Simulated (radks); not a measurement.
Results of a calculation; reference values are marked as such.
Numerical settings for neutral palladium, [Kr] 4d10. Code: a radial shooting solver on a logarithmic mesh with Libxc functionals. Model: Dirac Kohn-Sham, BLYP, spin-unpolarised, spherical densities, finite nucleus; Fermi nuclear charge, rms radius 4.5318 fm. The defaults (mesh step 0.008 in ln r, mesh end at 40 bohr or more with all orbitals vanishing there, Anderson mixing 0.5 over 9 steps, residual threshold near 1e-9 with the energy settled to 1e-9 hartree or 1e-11 of itself, here a cap of 62 iterations) give E = -5047.4131 hartree and 4d5/2 at -3.859 eV in 16 iterations. Run on one thread of a shared host, so times are rough (Intel(R) Xeon(R) Platinum 8559C): 0.12 s of CPU time, 0.12 s wall, 16 iterations on 2381 mesh points. Changes against that run (0 stands for a change within the tolerance of the run):

setting,iterations,converged,E (mhartree),e(4d5/2) (meV),CPU (s)
mesh step in ln r 0.005,18,yes,0,0,0.2
mesh step in ln r 0.08,15,no,diverged,-,0.03
mesh step in ln r 0.02,16,yes,0,0,0.05
mesh end (bohr) 20,16,yes,0,0,0.12
mesh end (bohr) 1,14,level above zero,+1.89e+05,+4.87e+05,0.11
residual threshold 0.001,11,yes,0,+0.787,0.11
residual threshold 1e-16,62,no,0,0,0.27
mixing 0.05,62,no,0,-0.0611,0.51
"linear mixing, mixing 0.05",62,no,+0.13,-226,0.42
"linear mixing, mixing 0.8",23,no,diverged,-,0.47
mixing history 20,23,yes,0,0,0.15
iteration cap 5,5,no,+12.9,+885,0.05

Settled on a wrong energy, with an occupied level pushed above zero by the early mesh end: mesh end (bohr) 1 (+189 hartree). Apart from these: no run marked as converged misses the energy by more than 1 mhartree. A mesh that ends early acts as a hard wall.
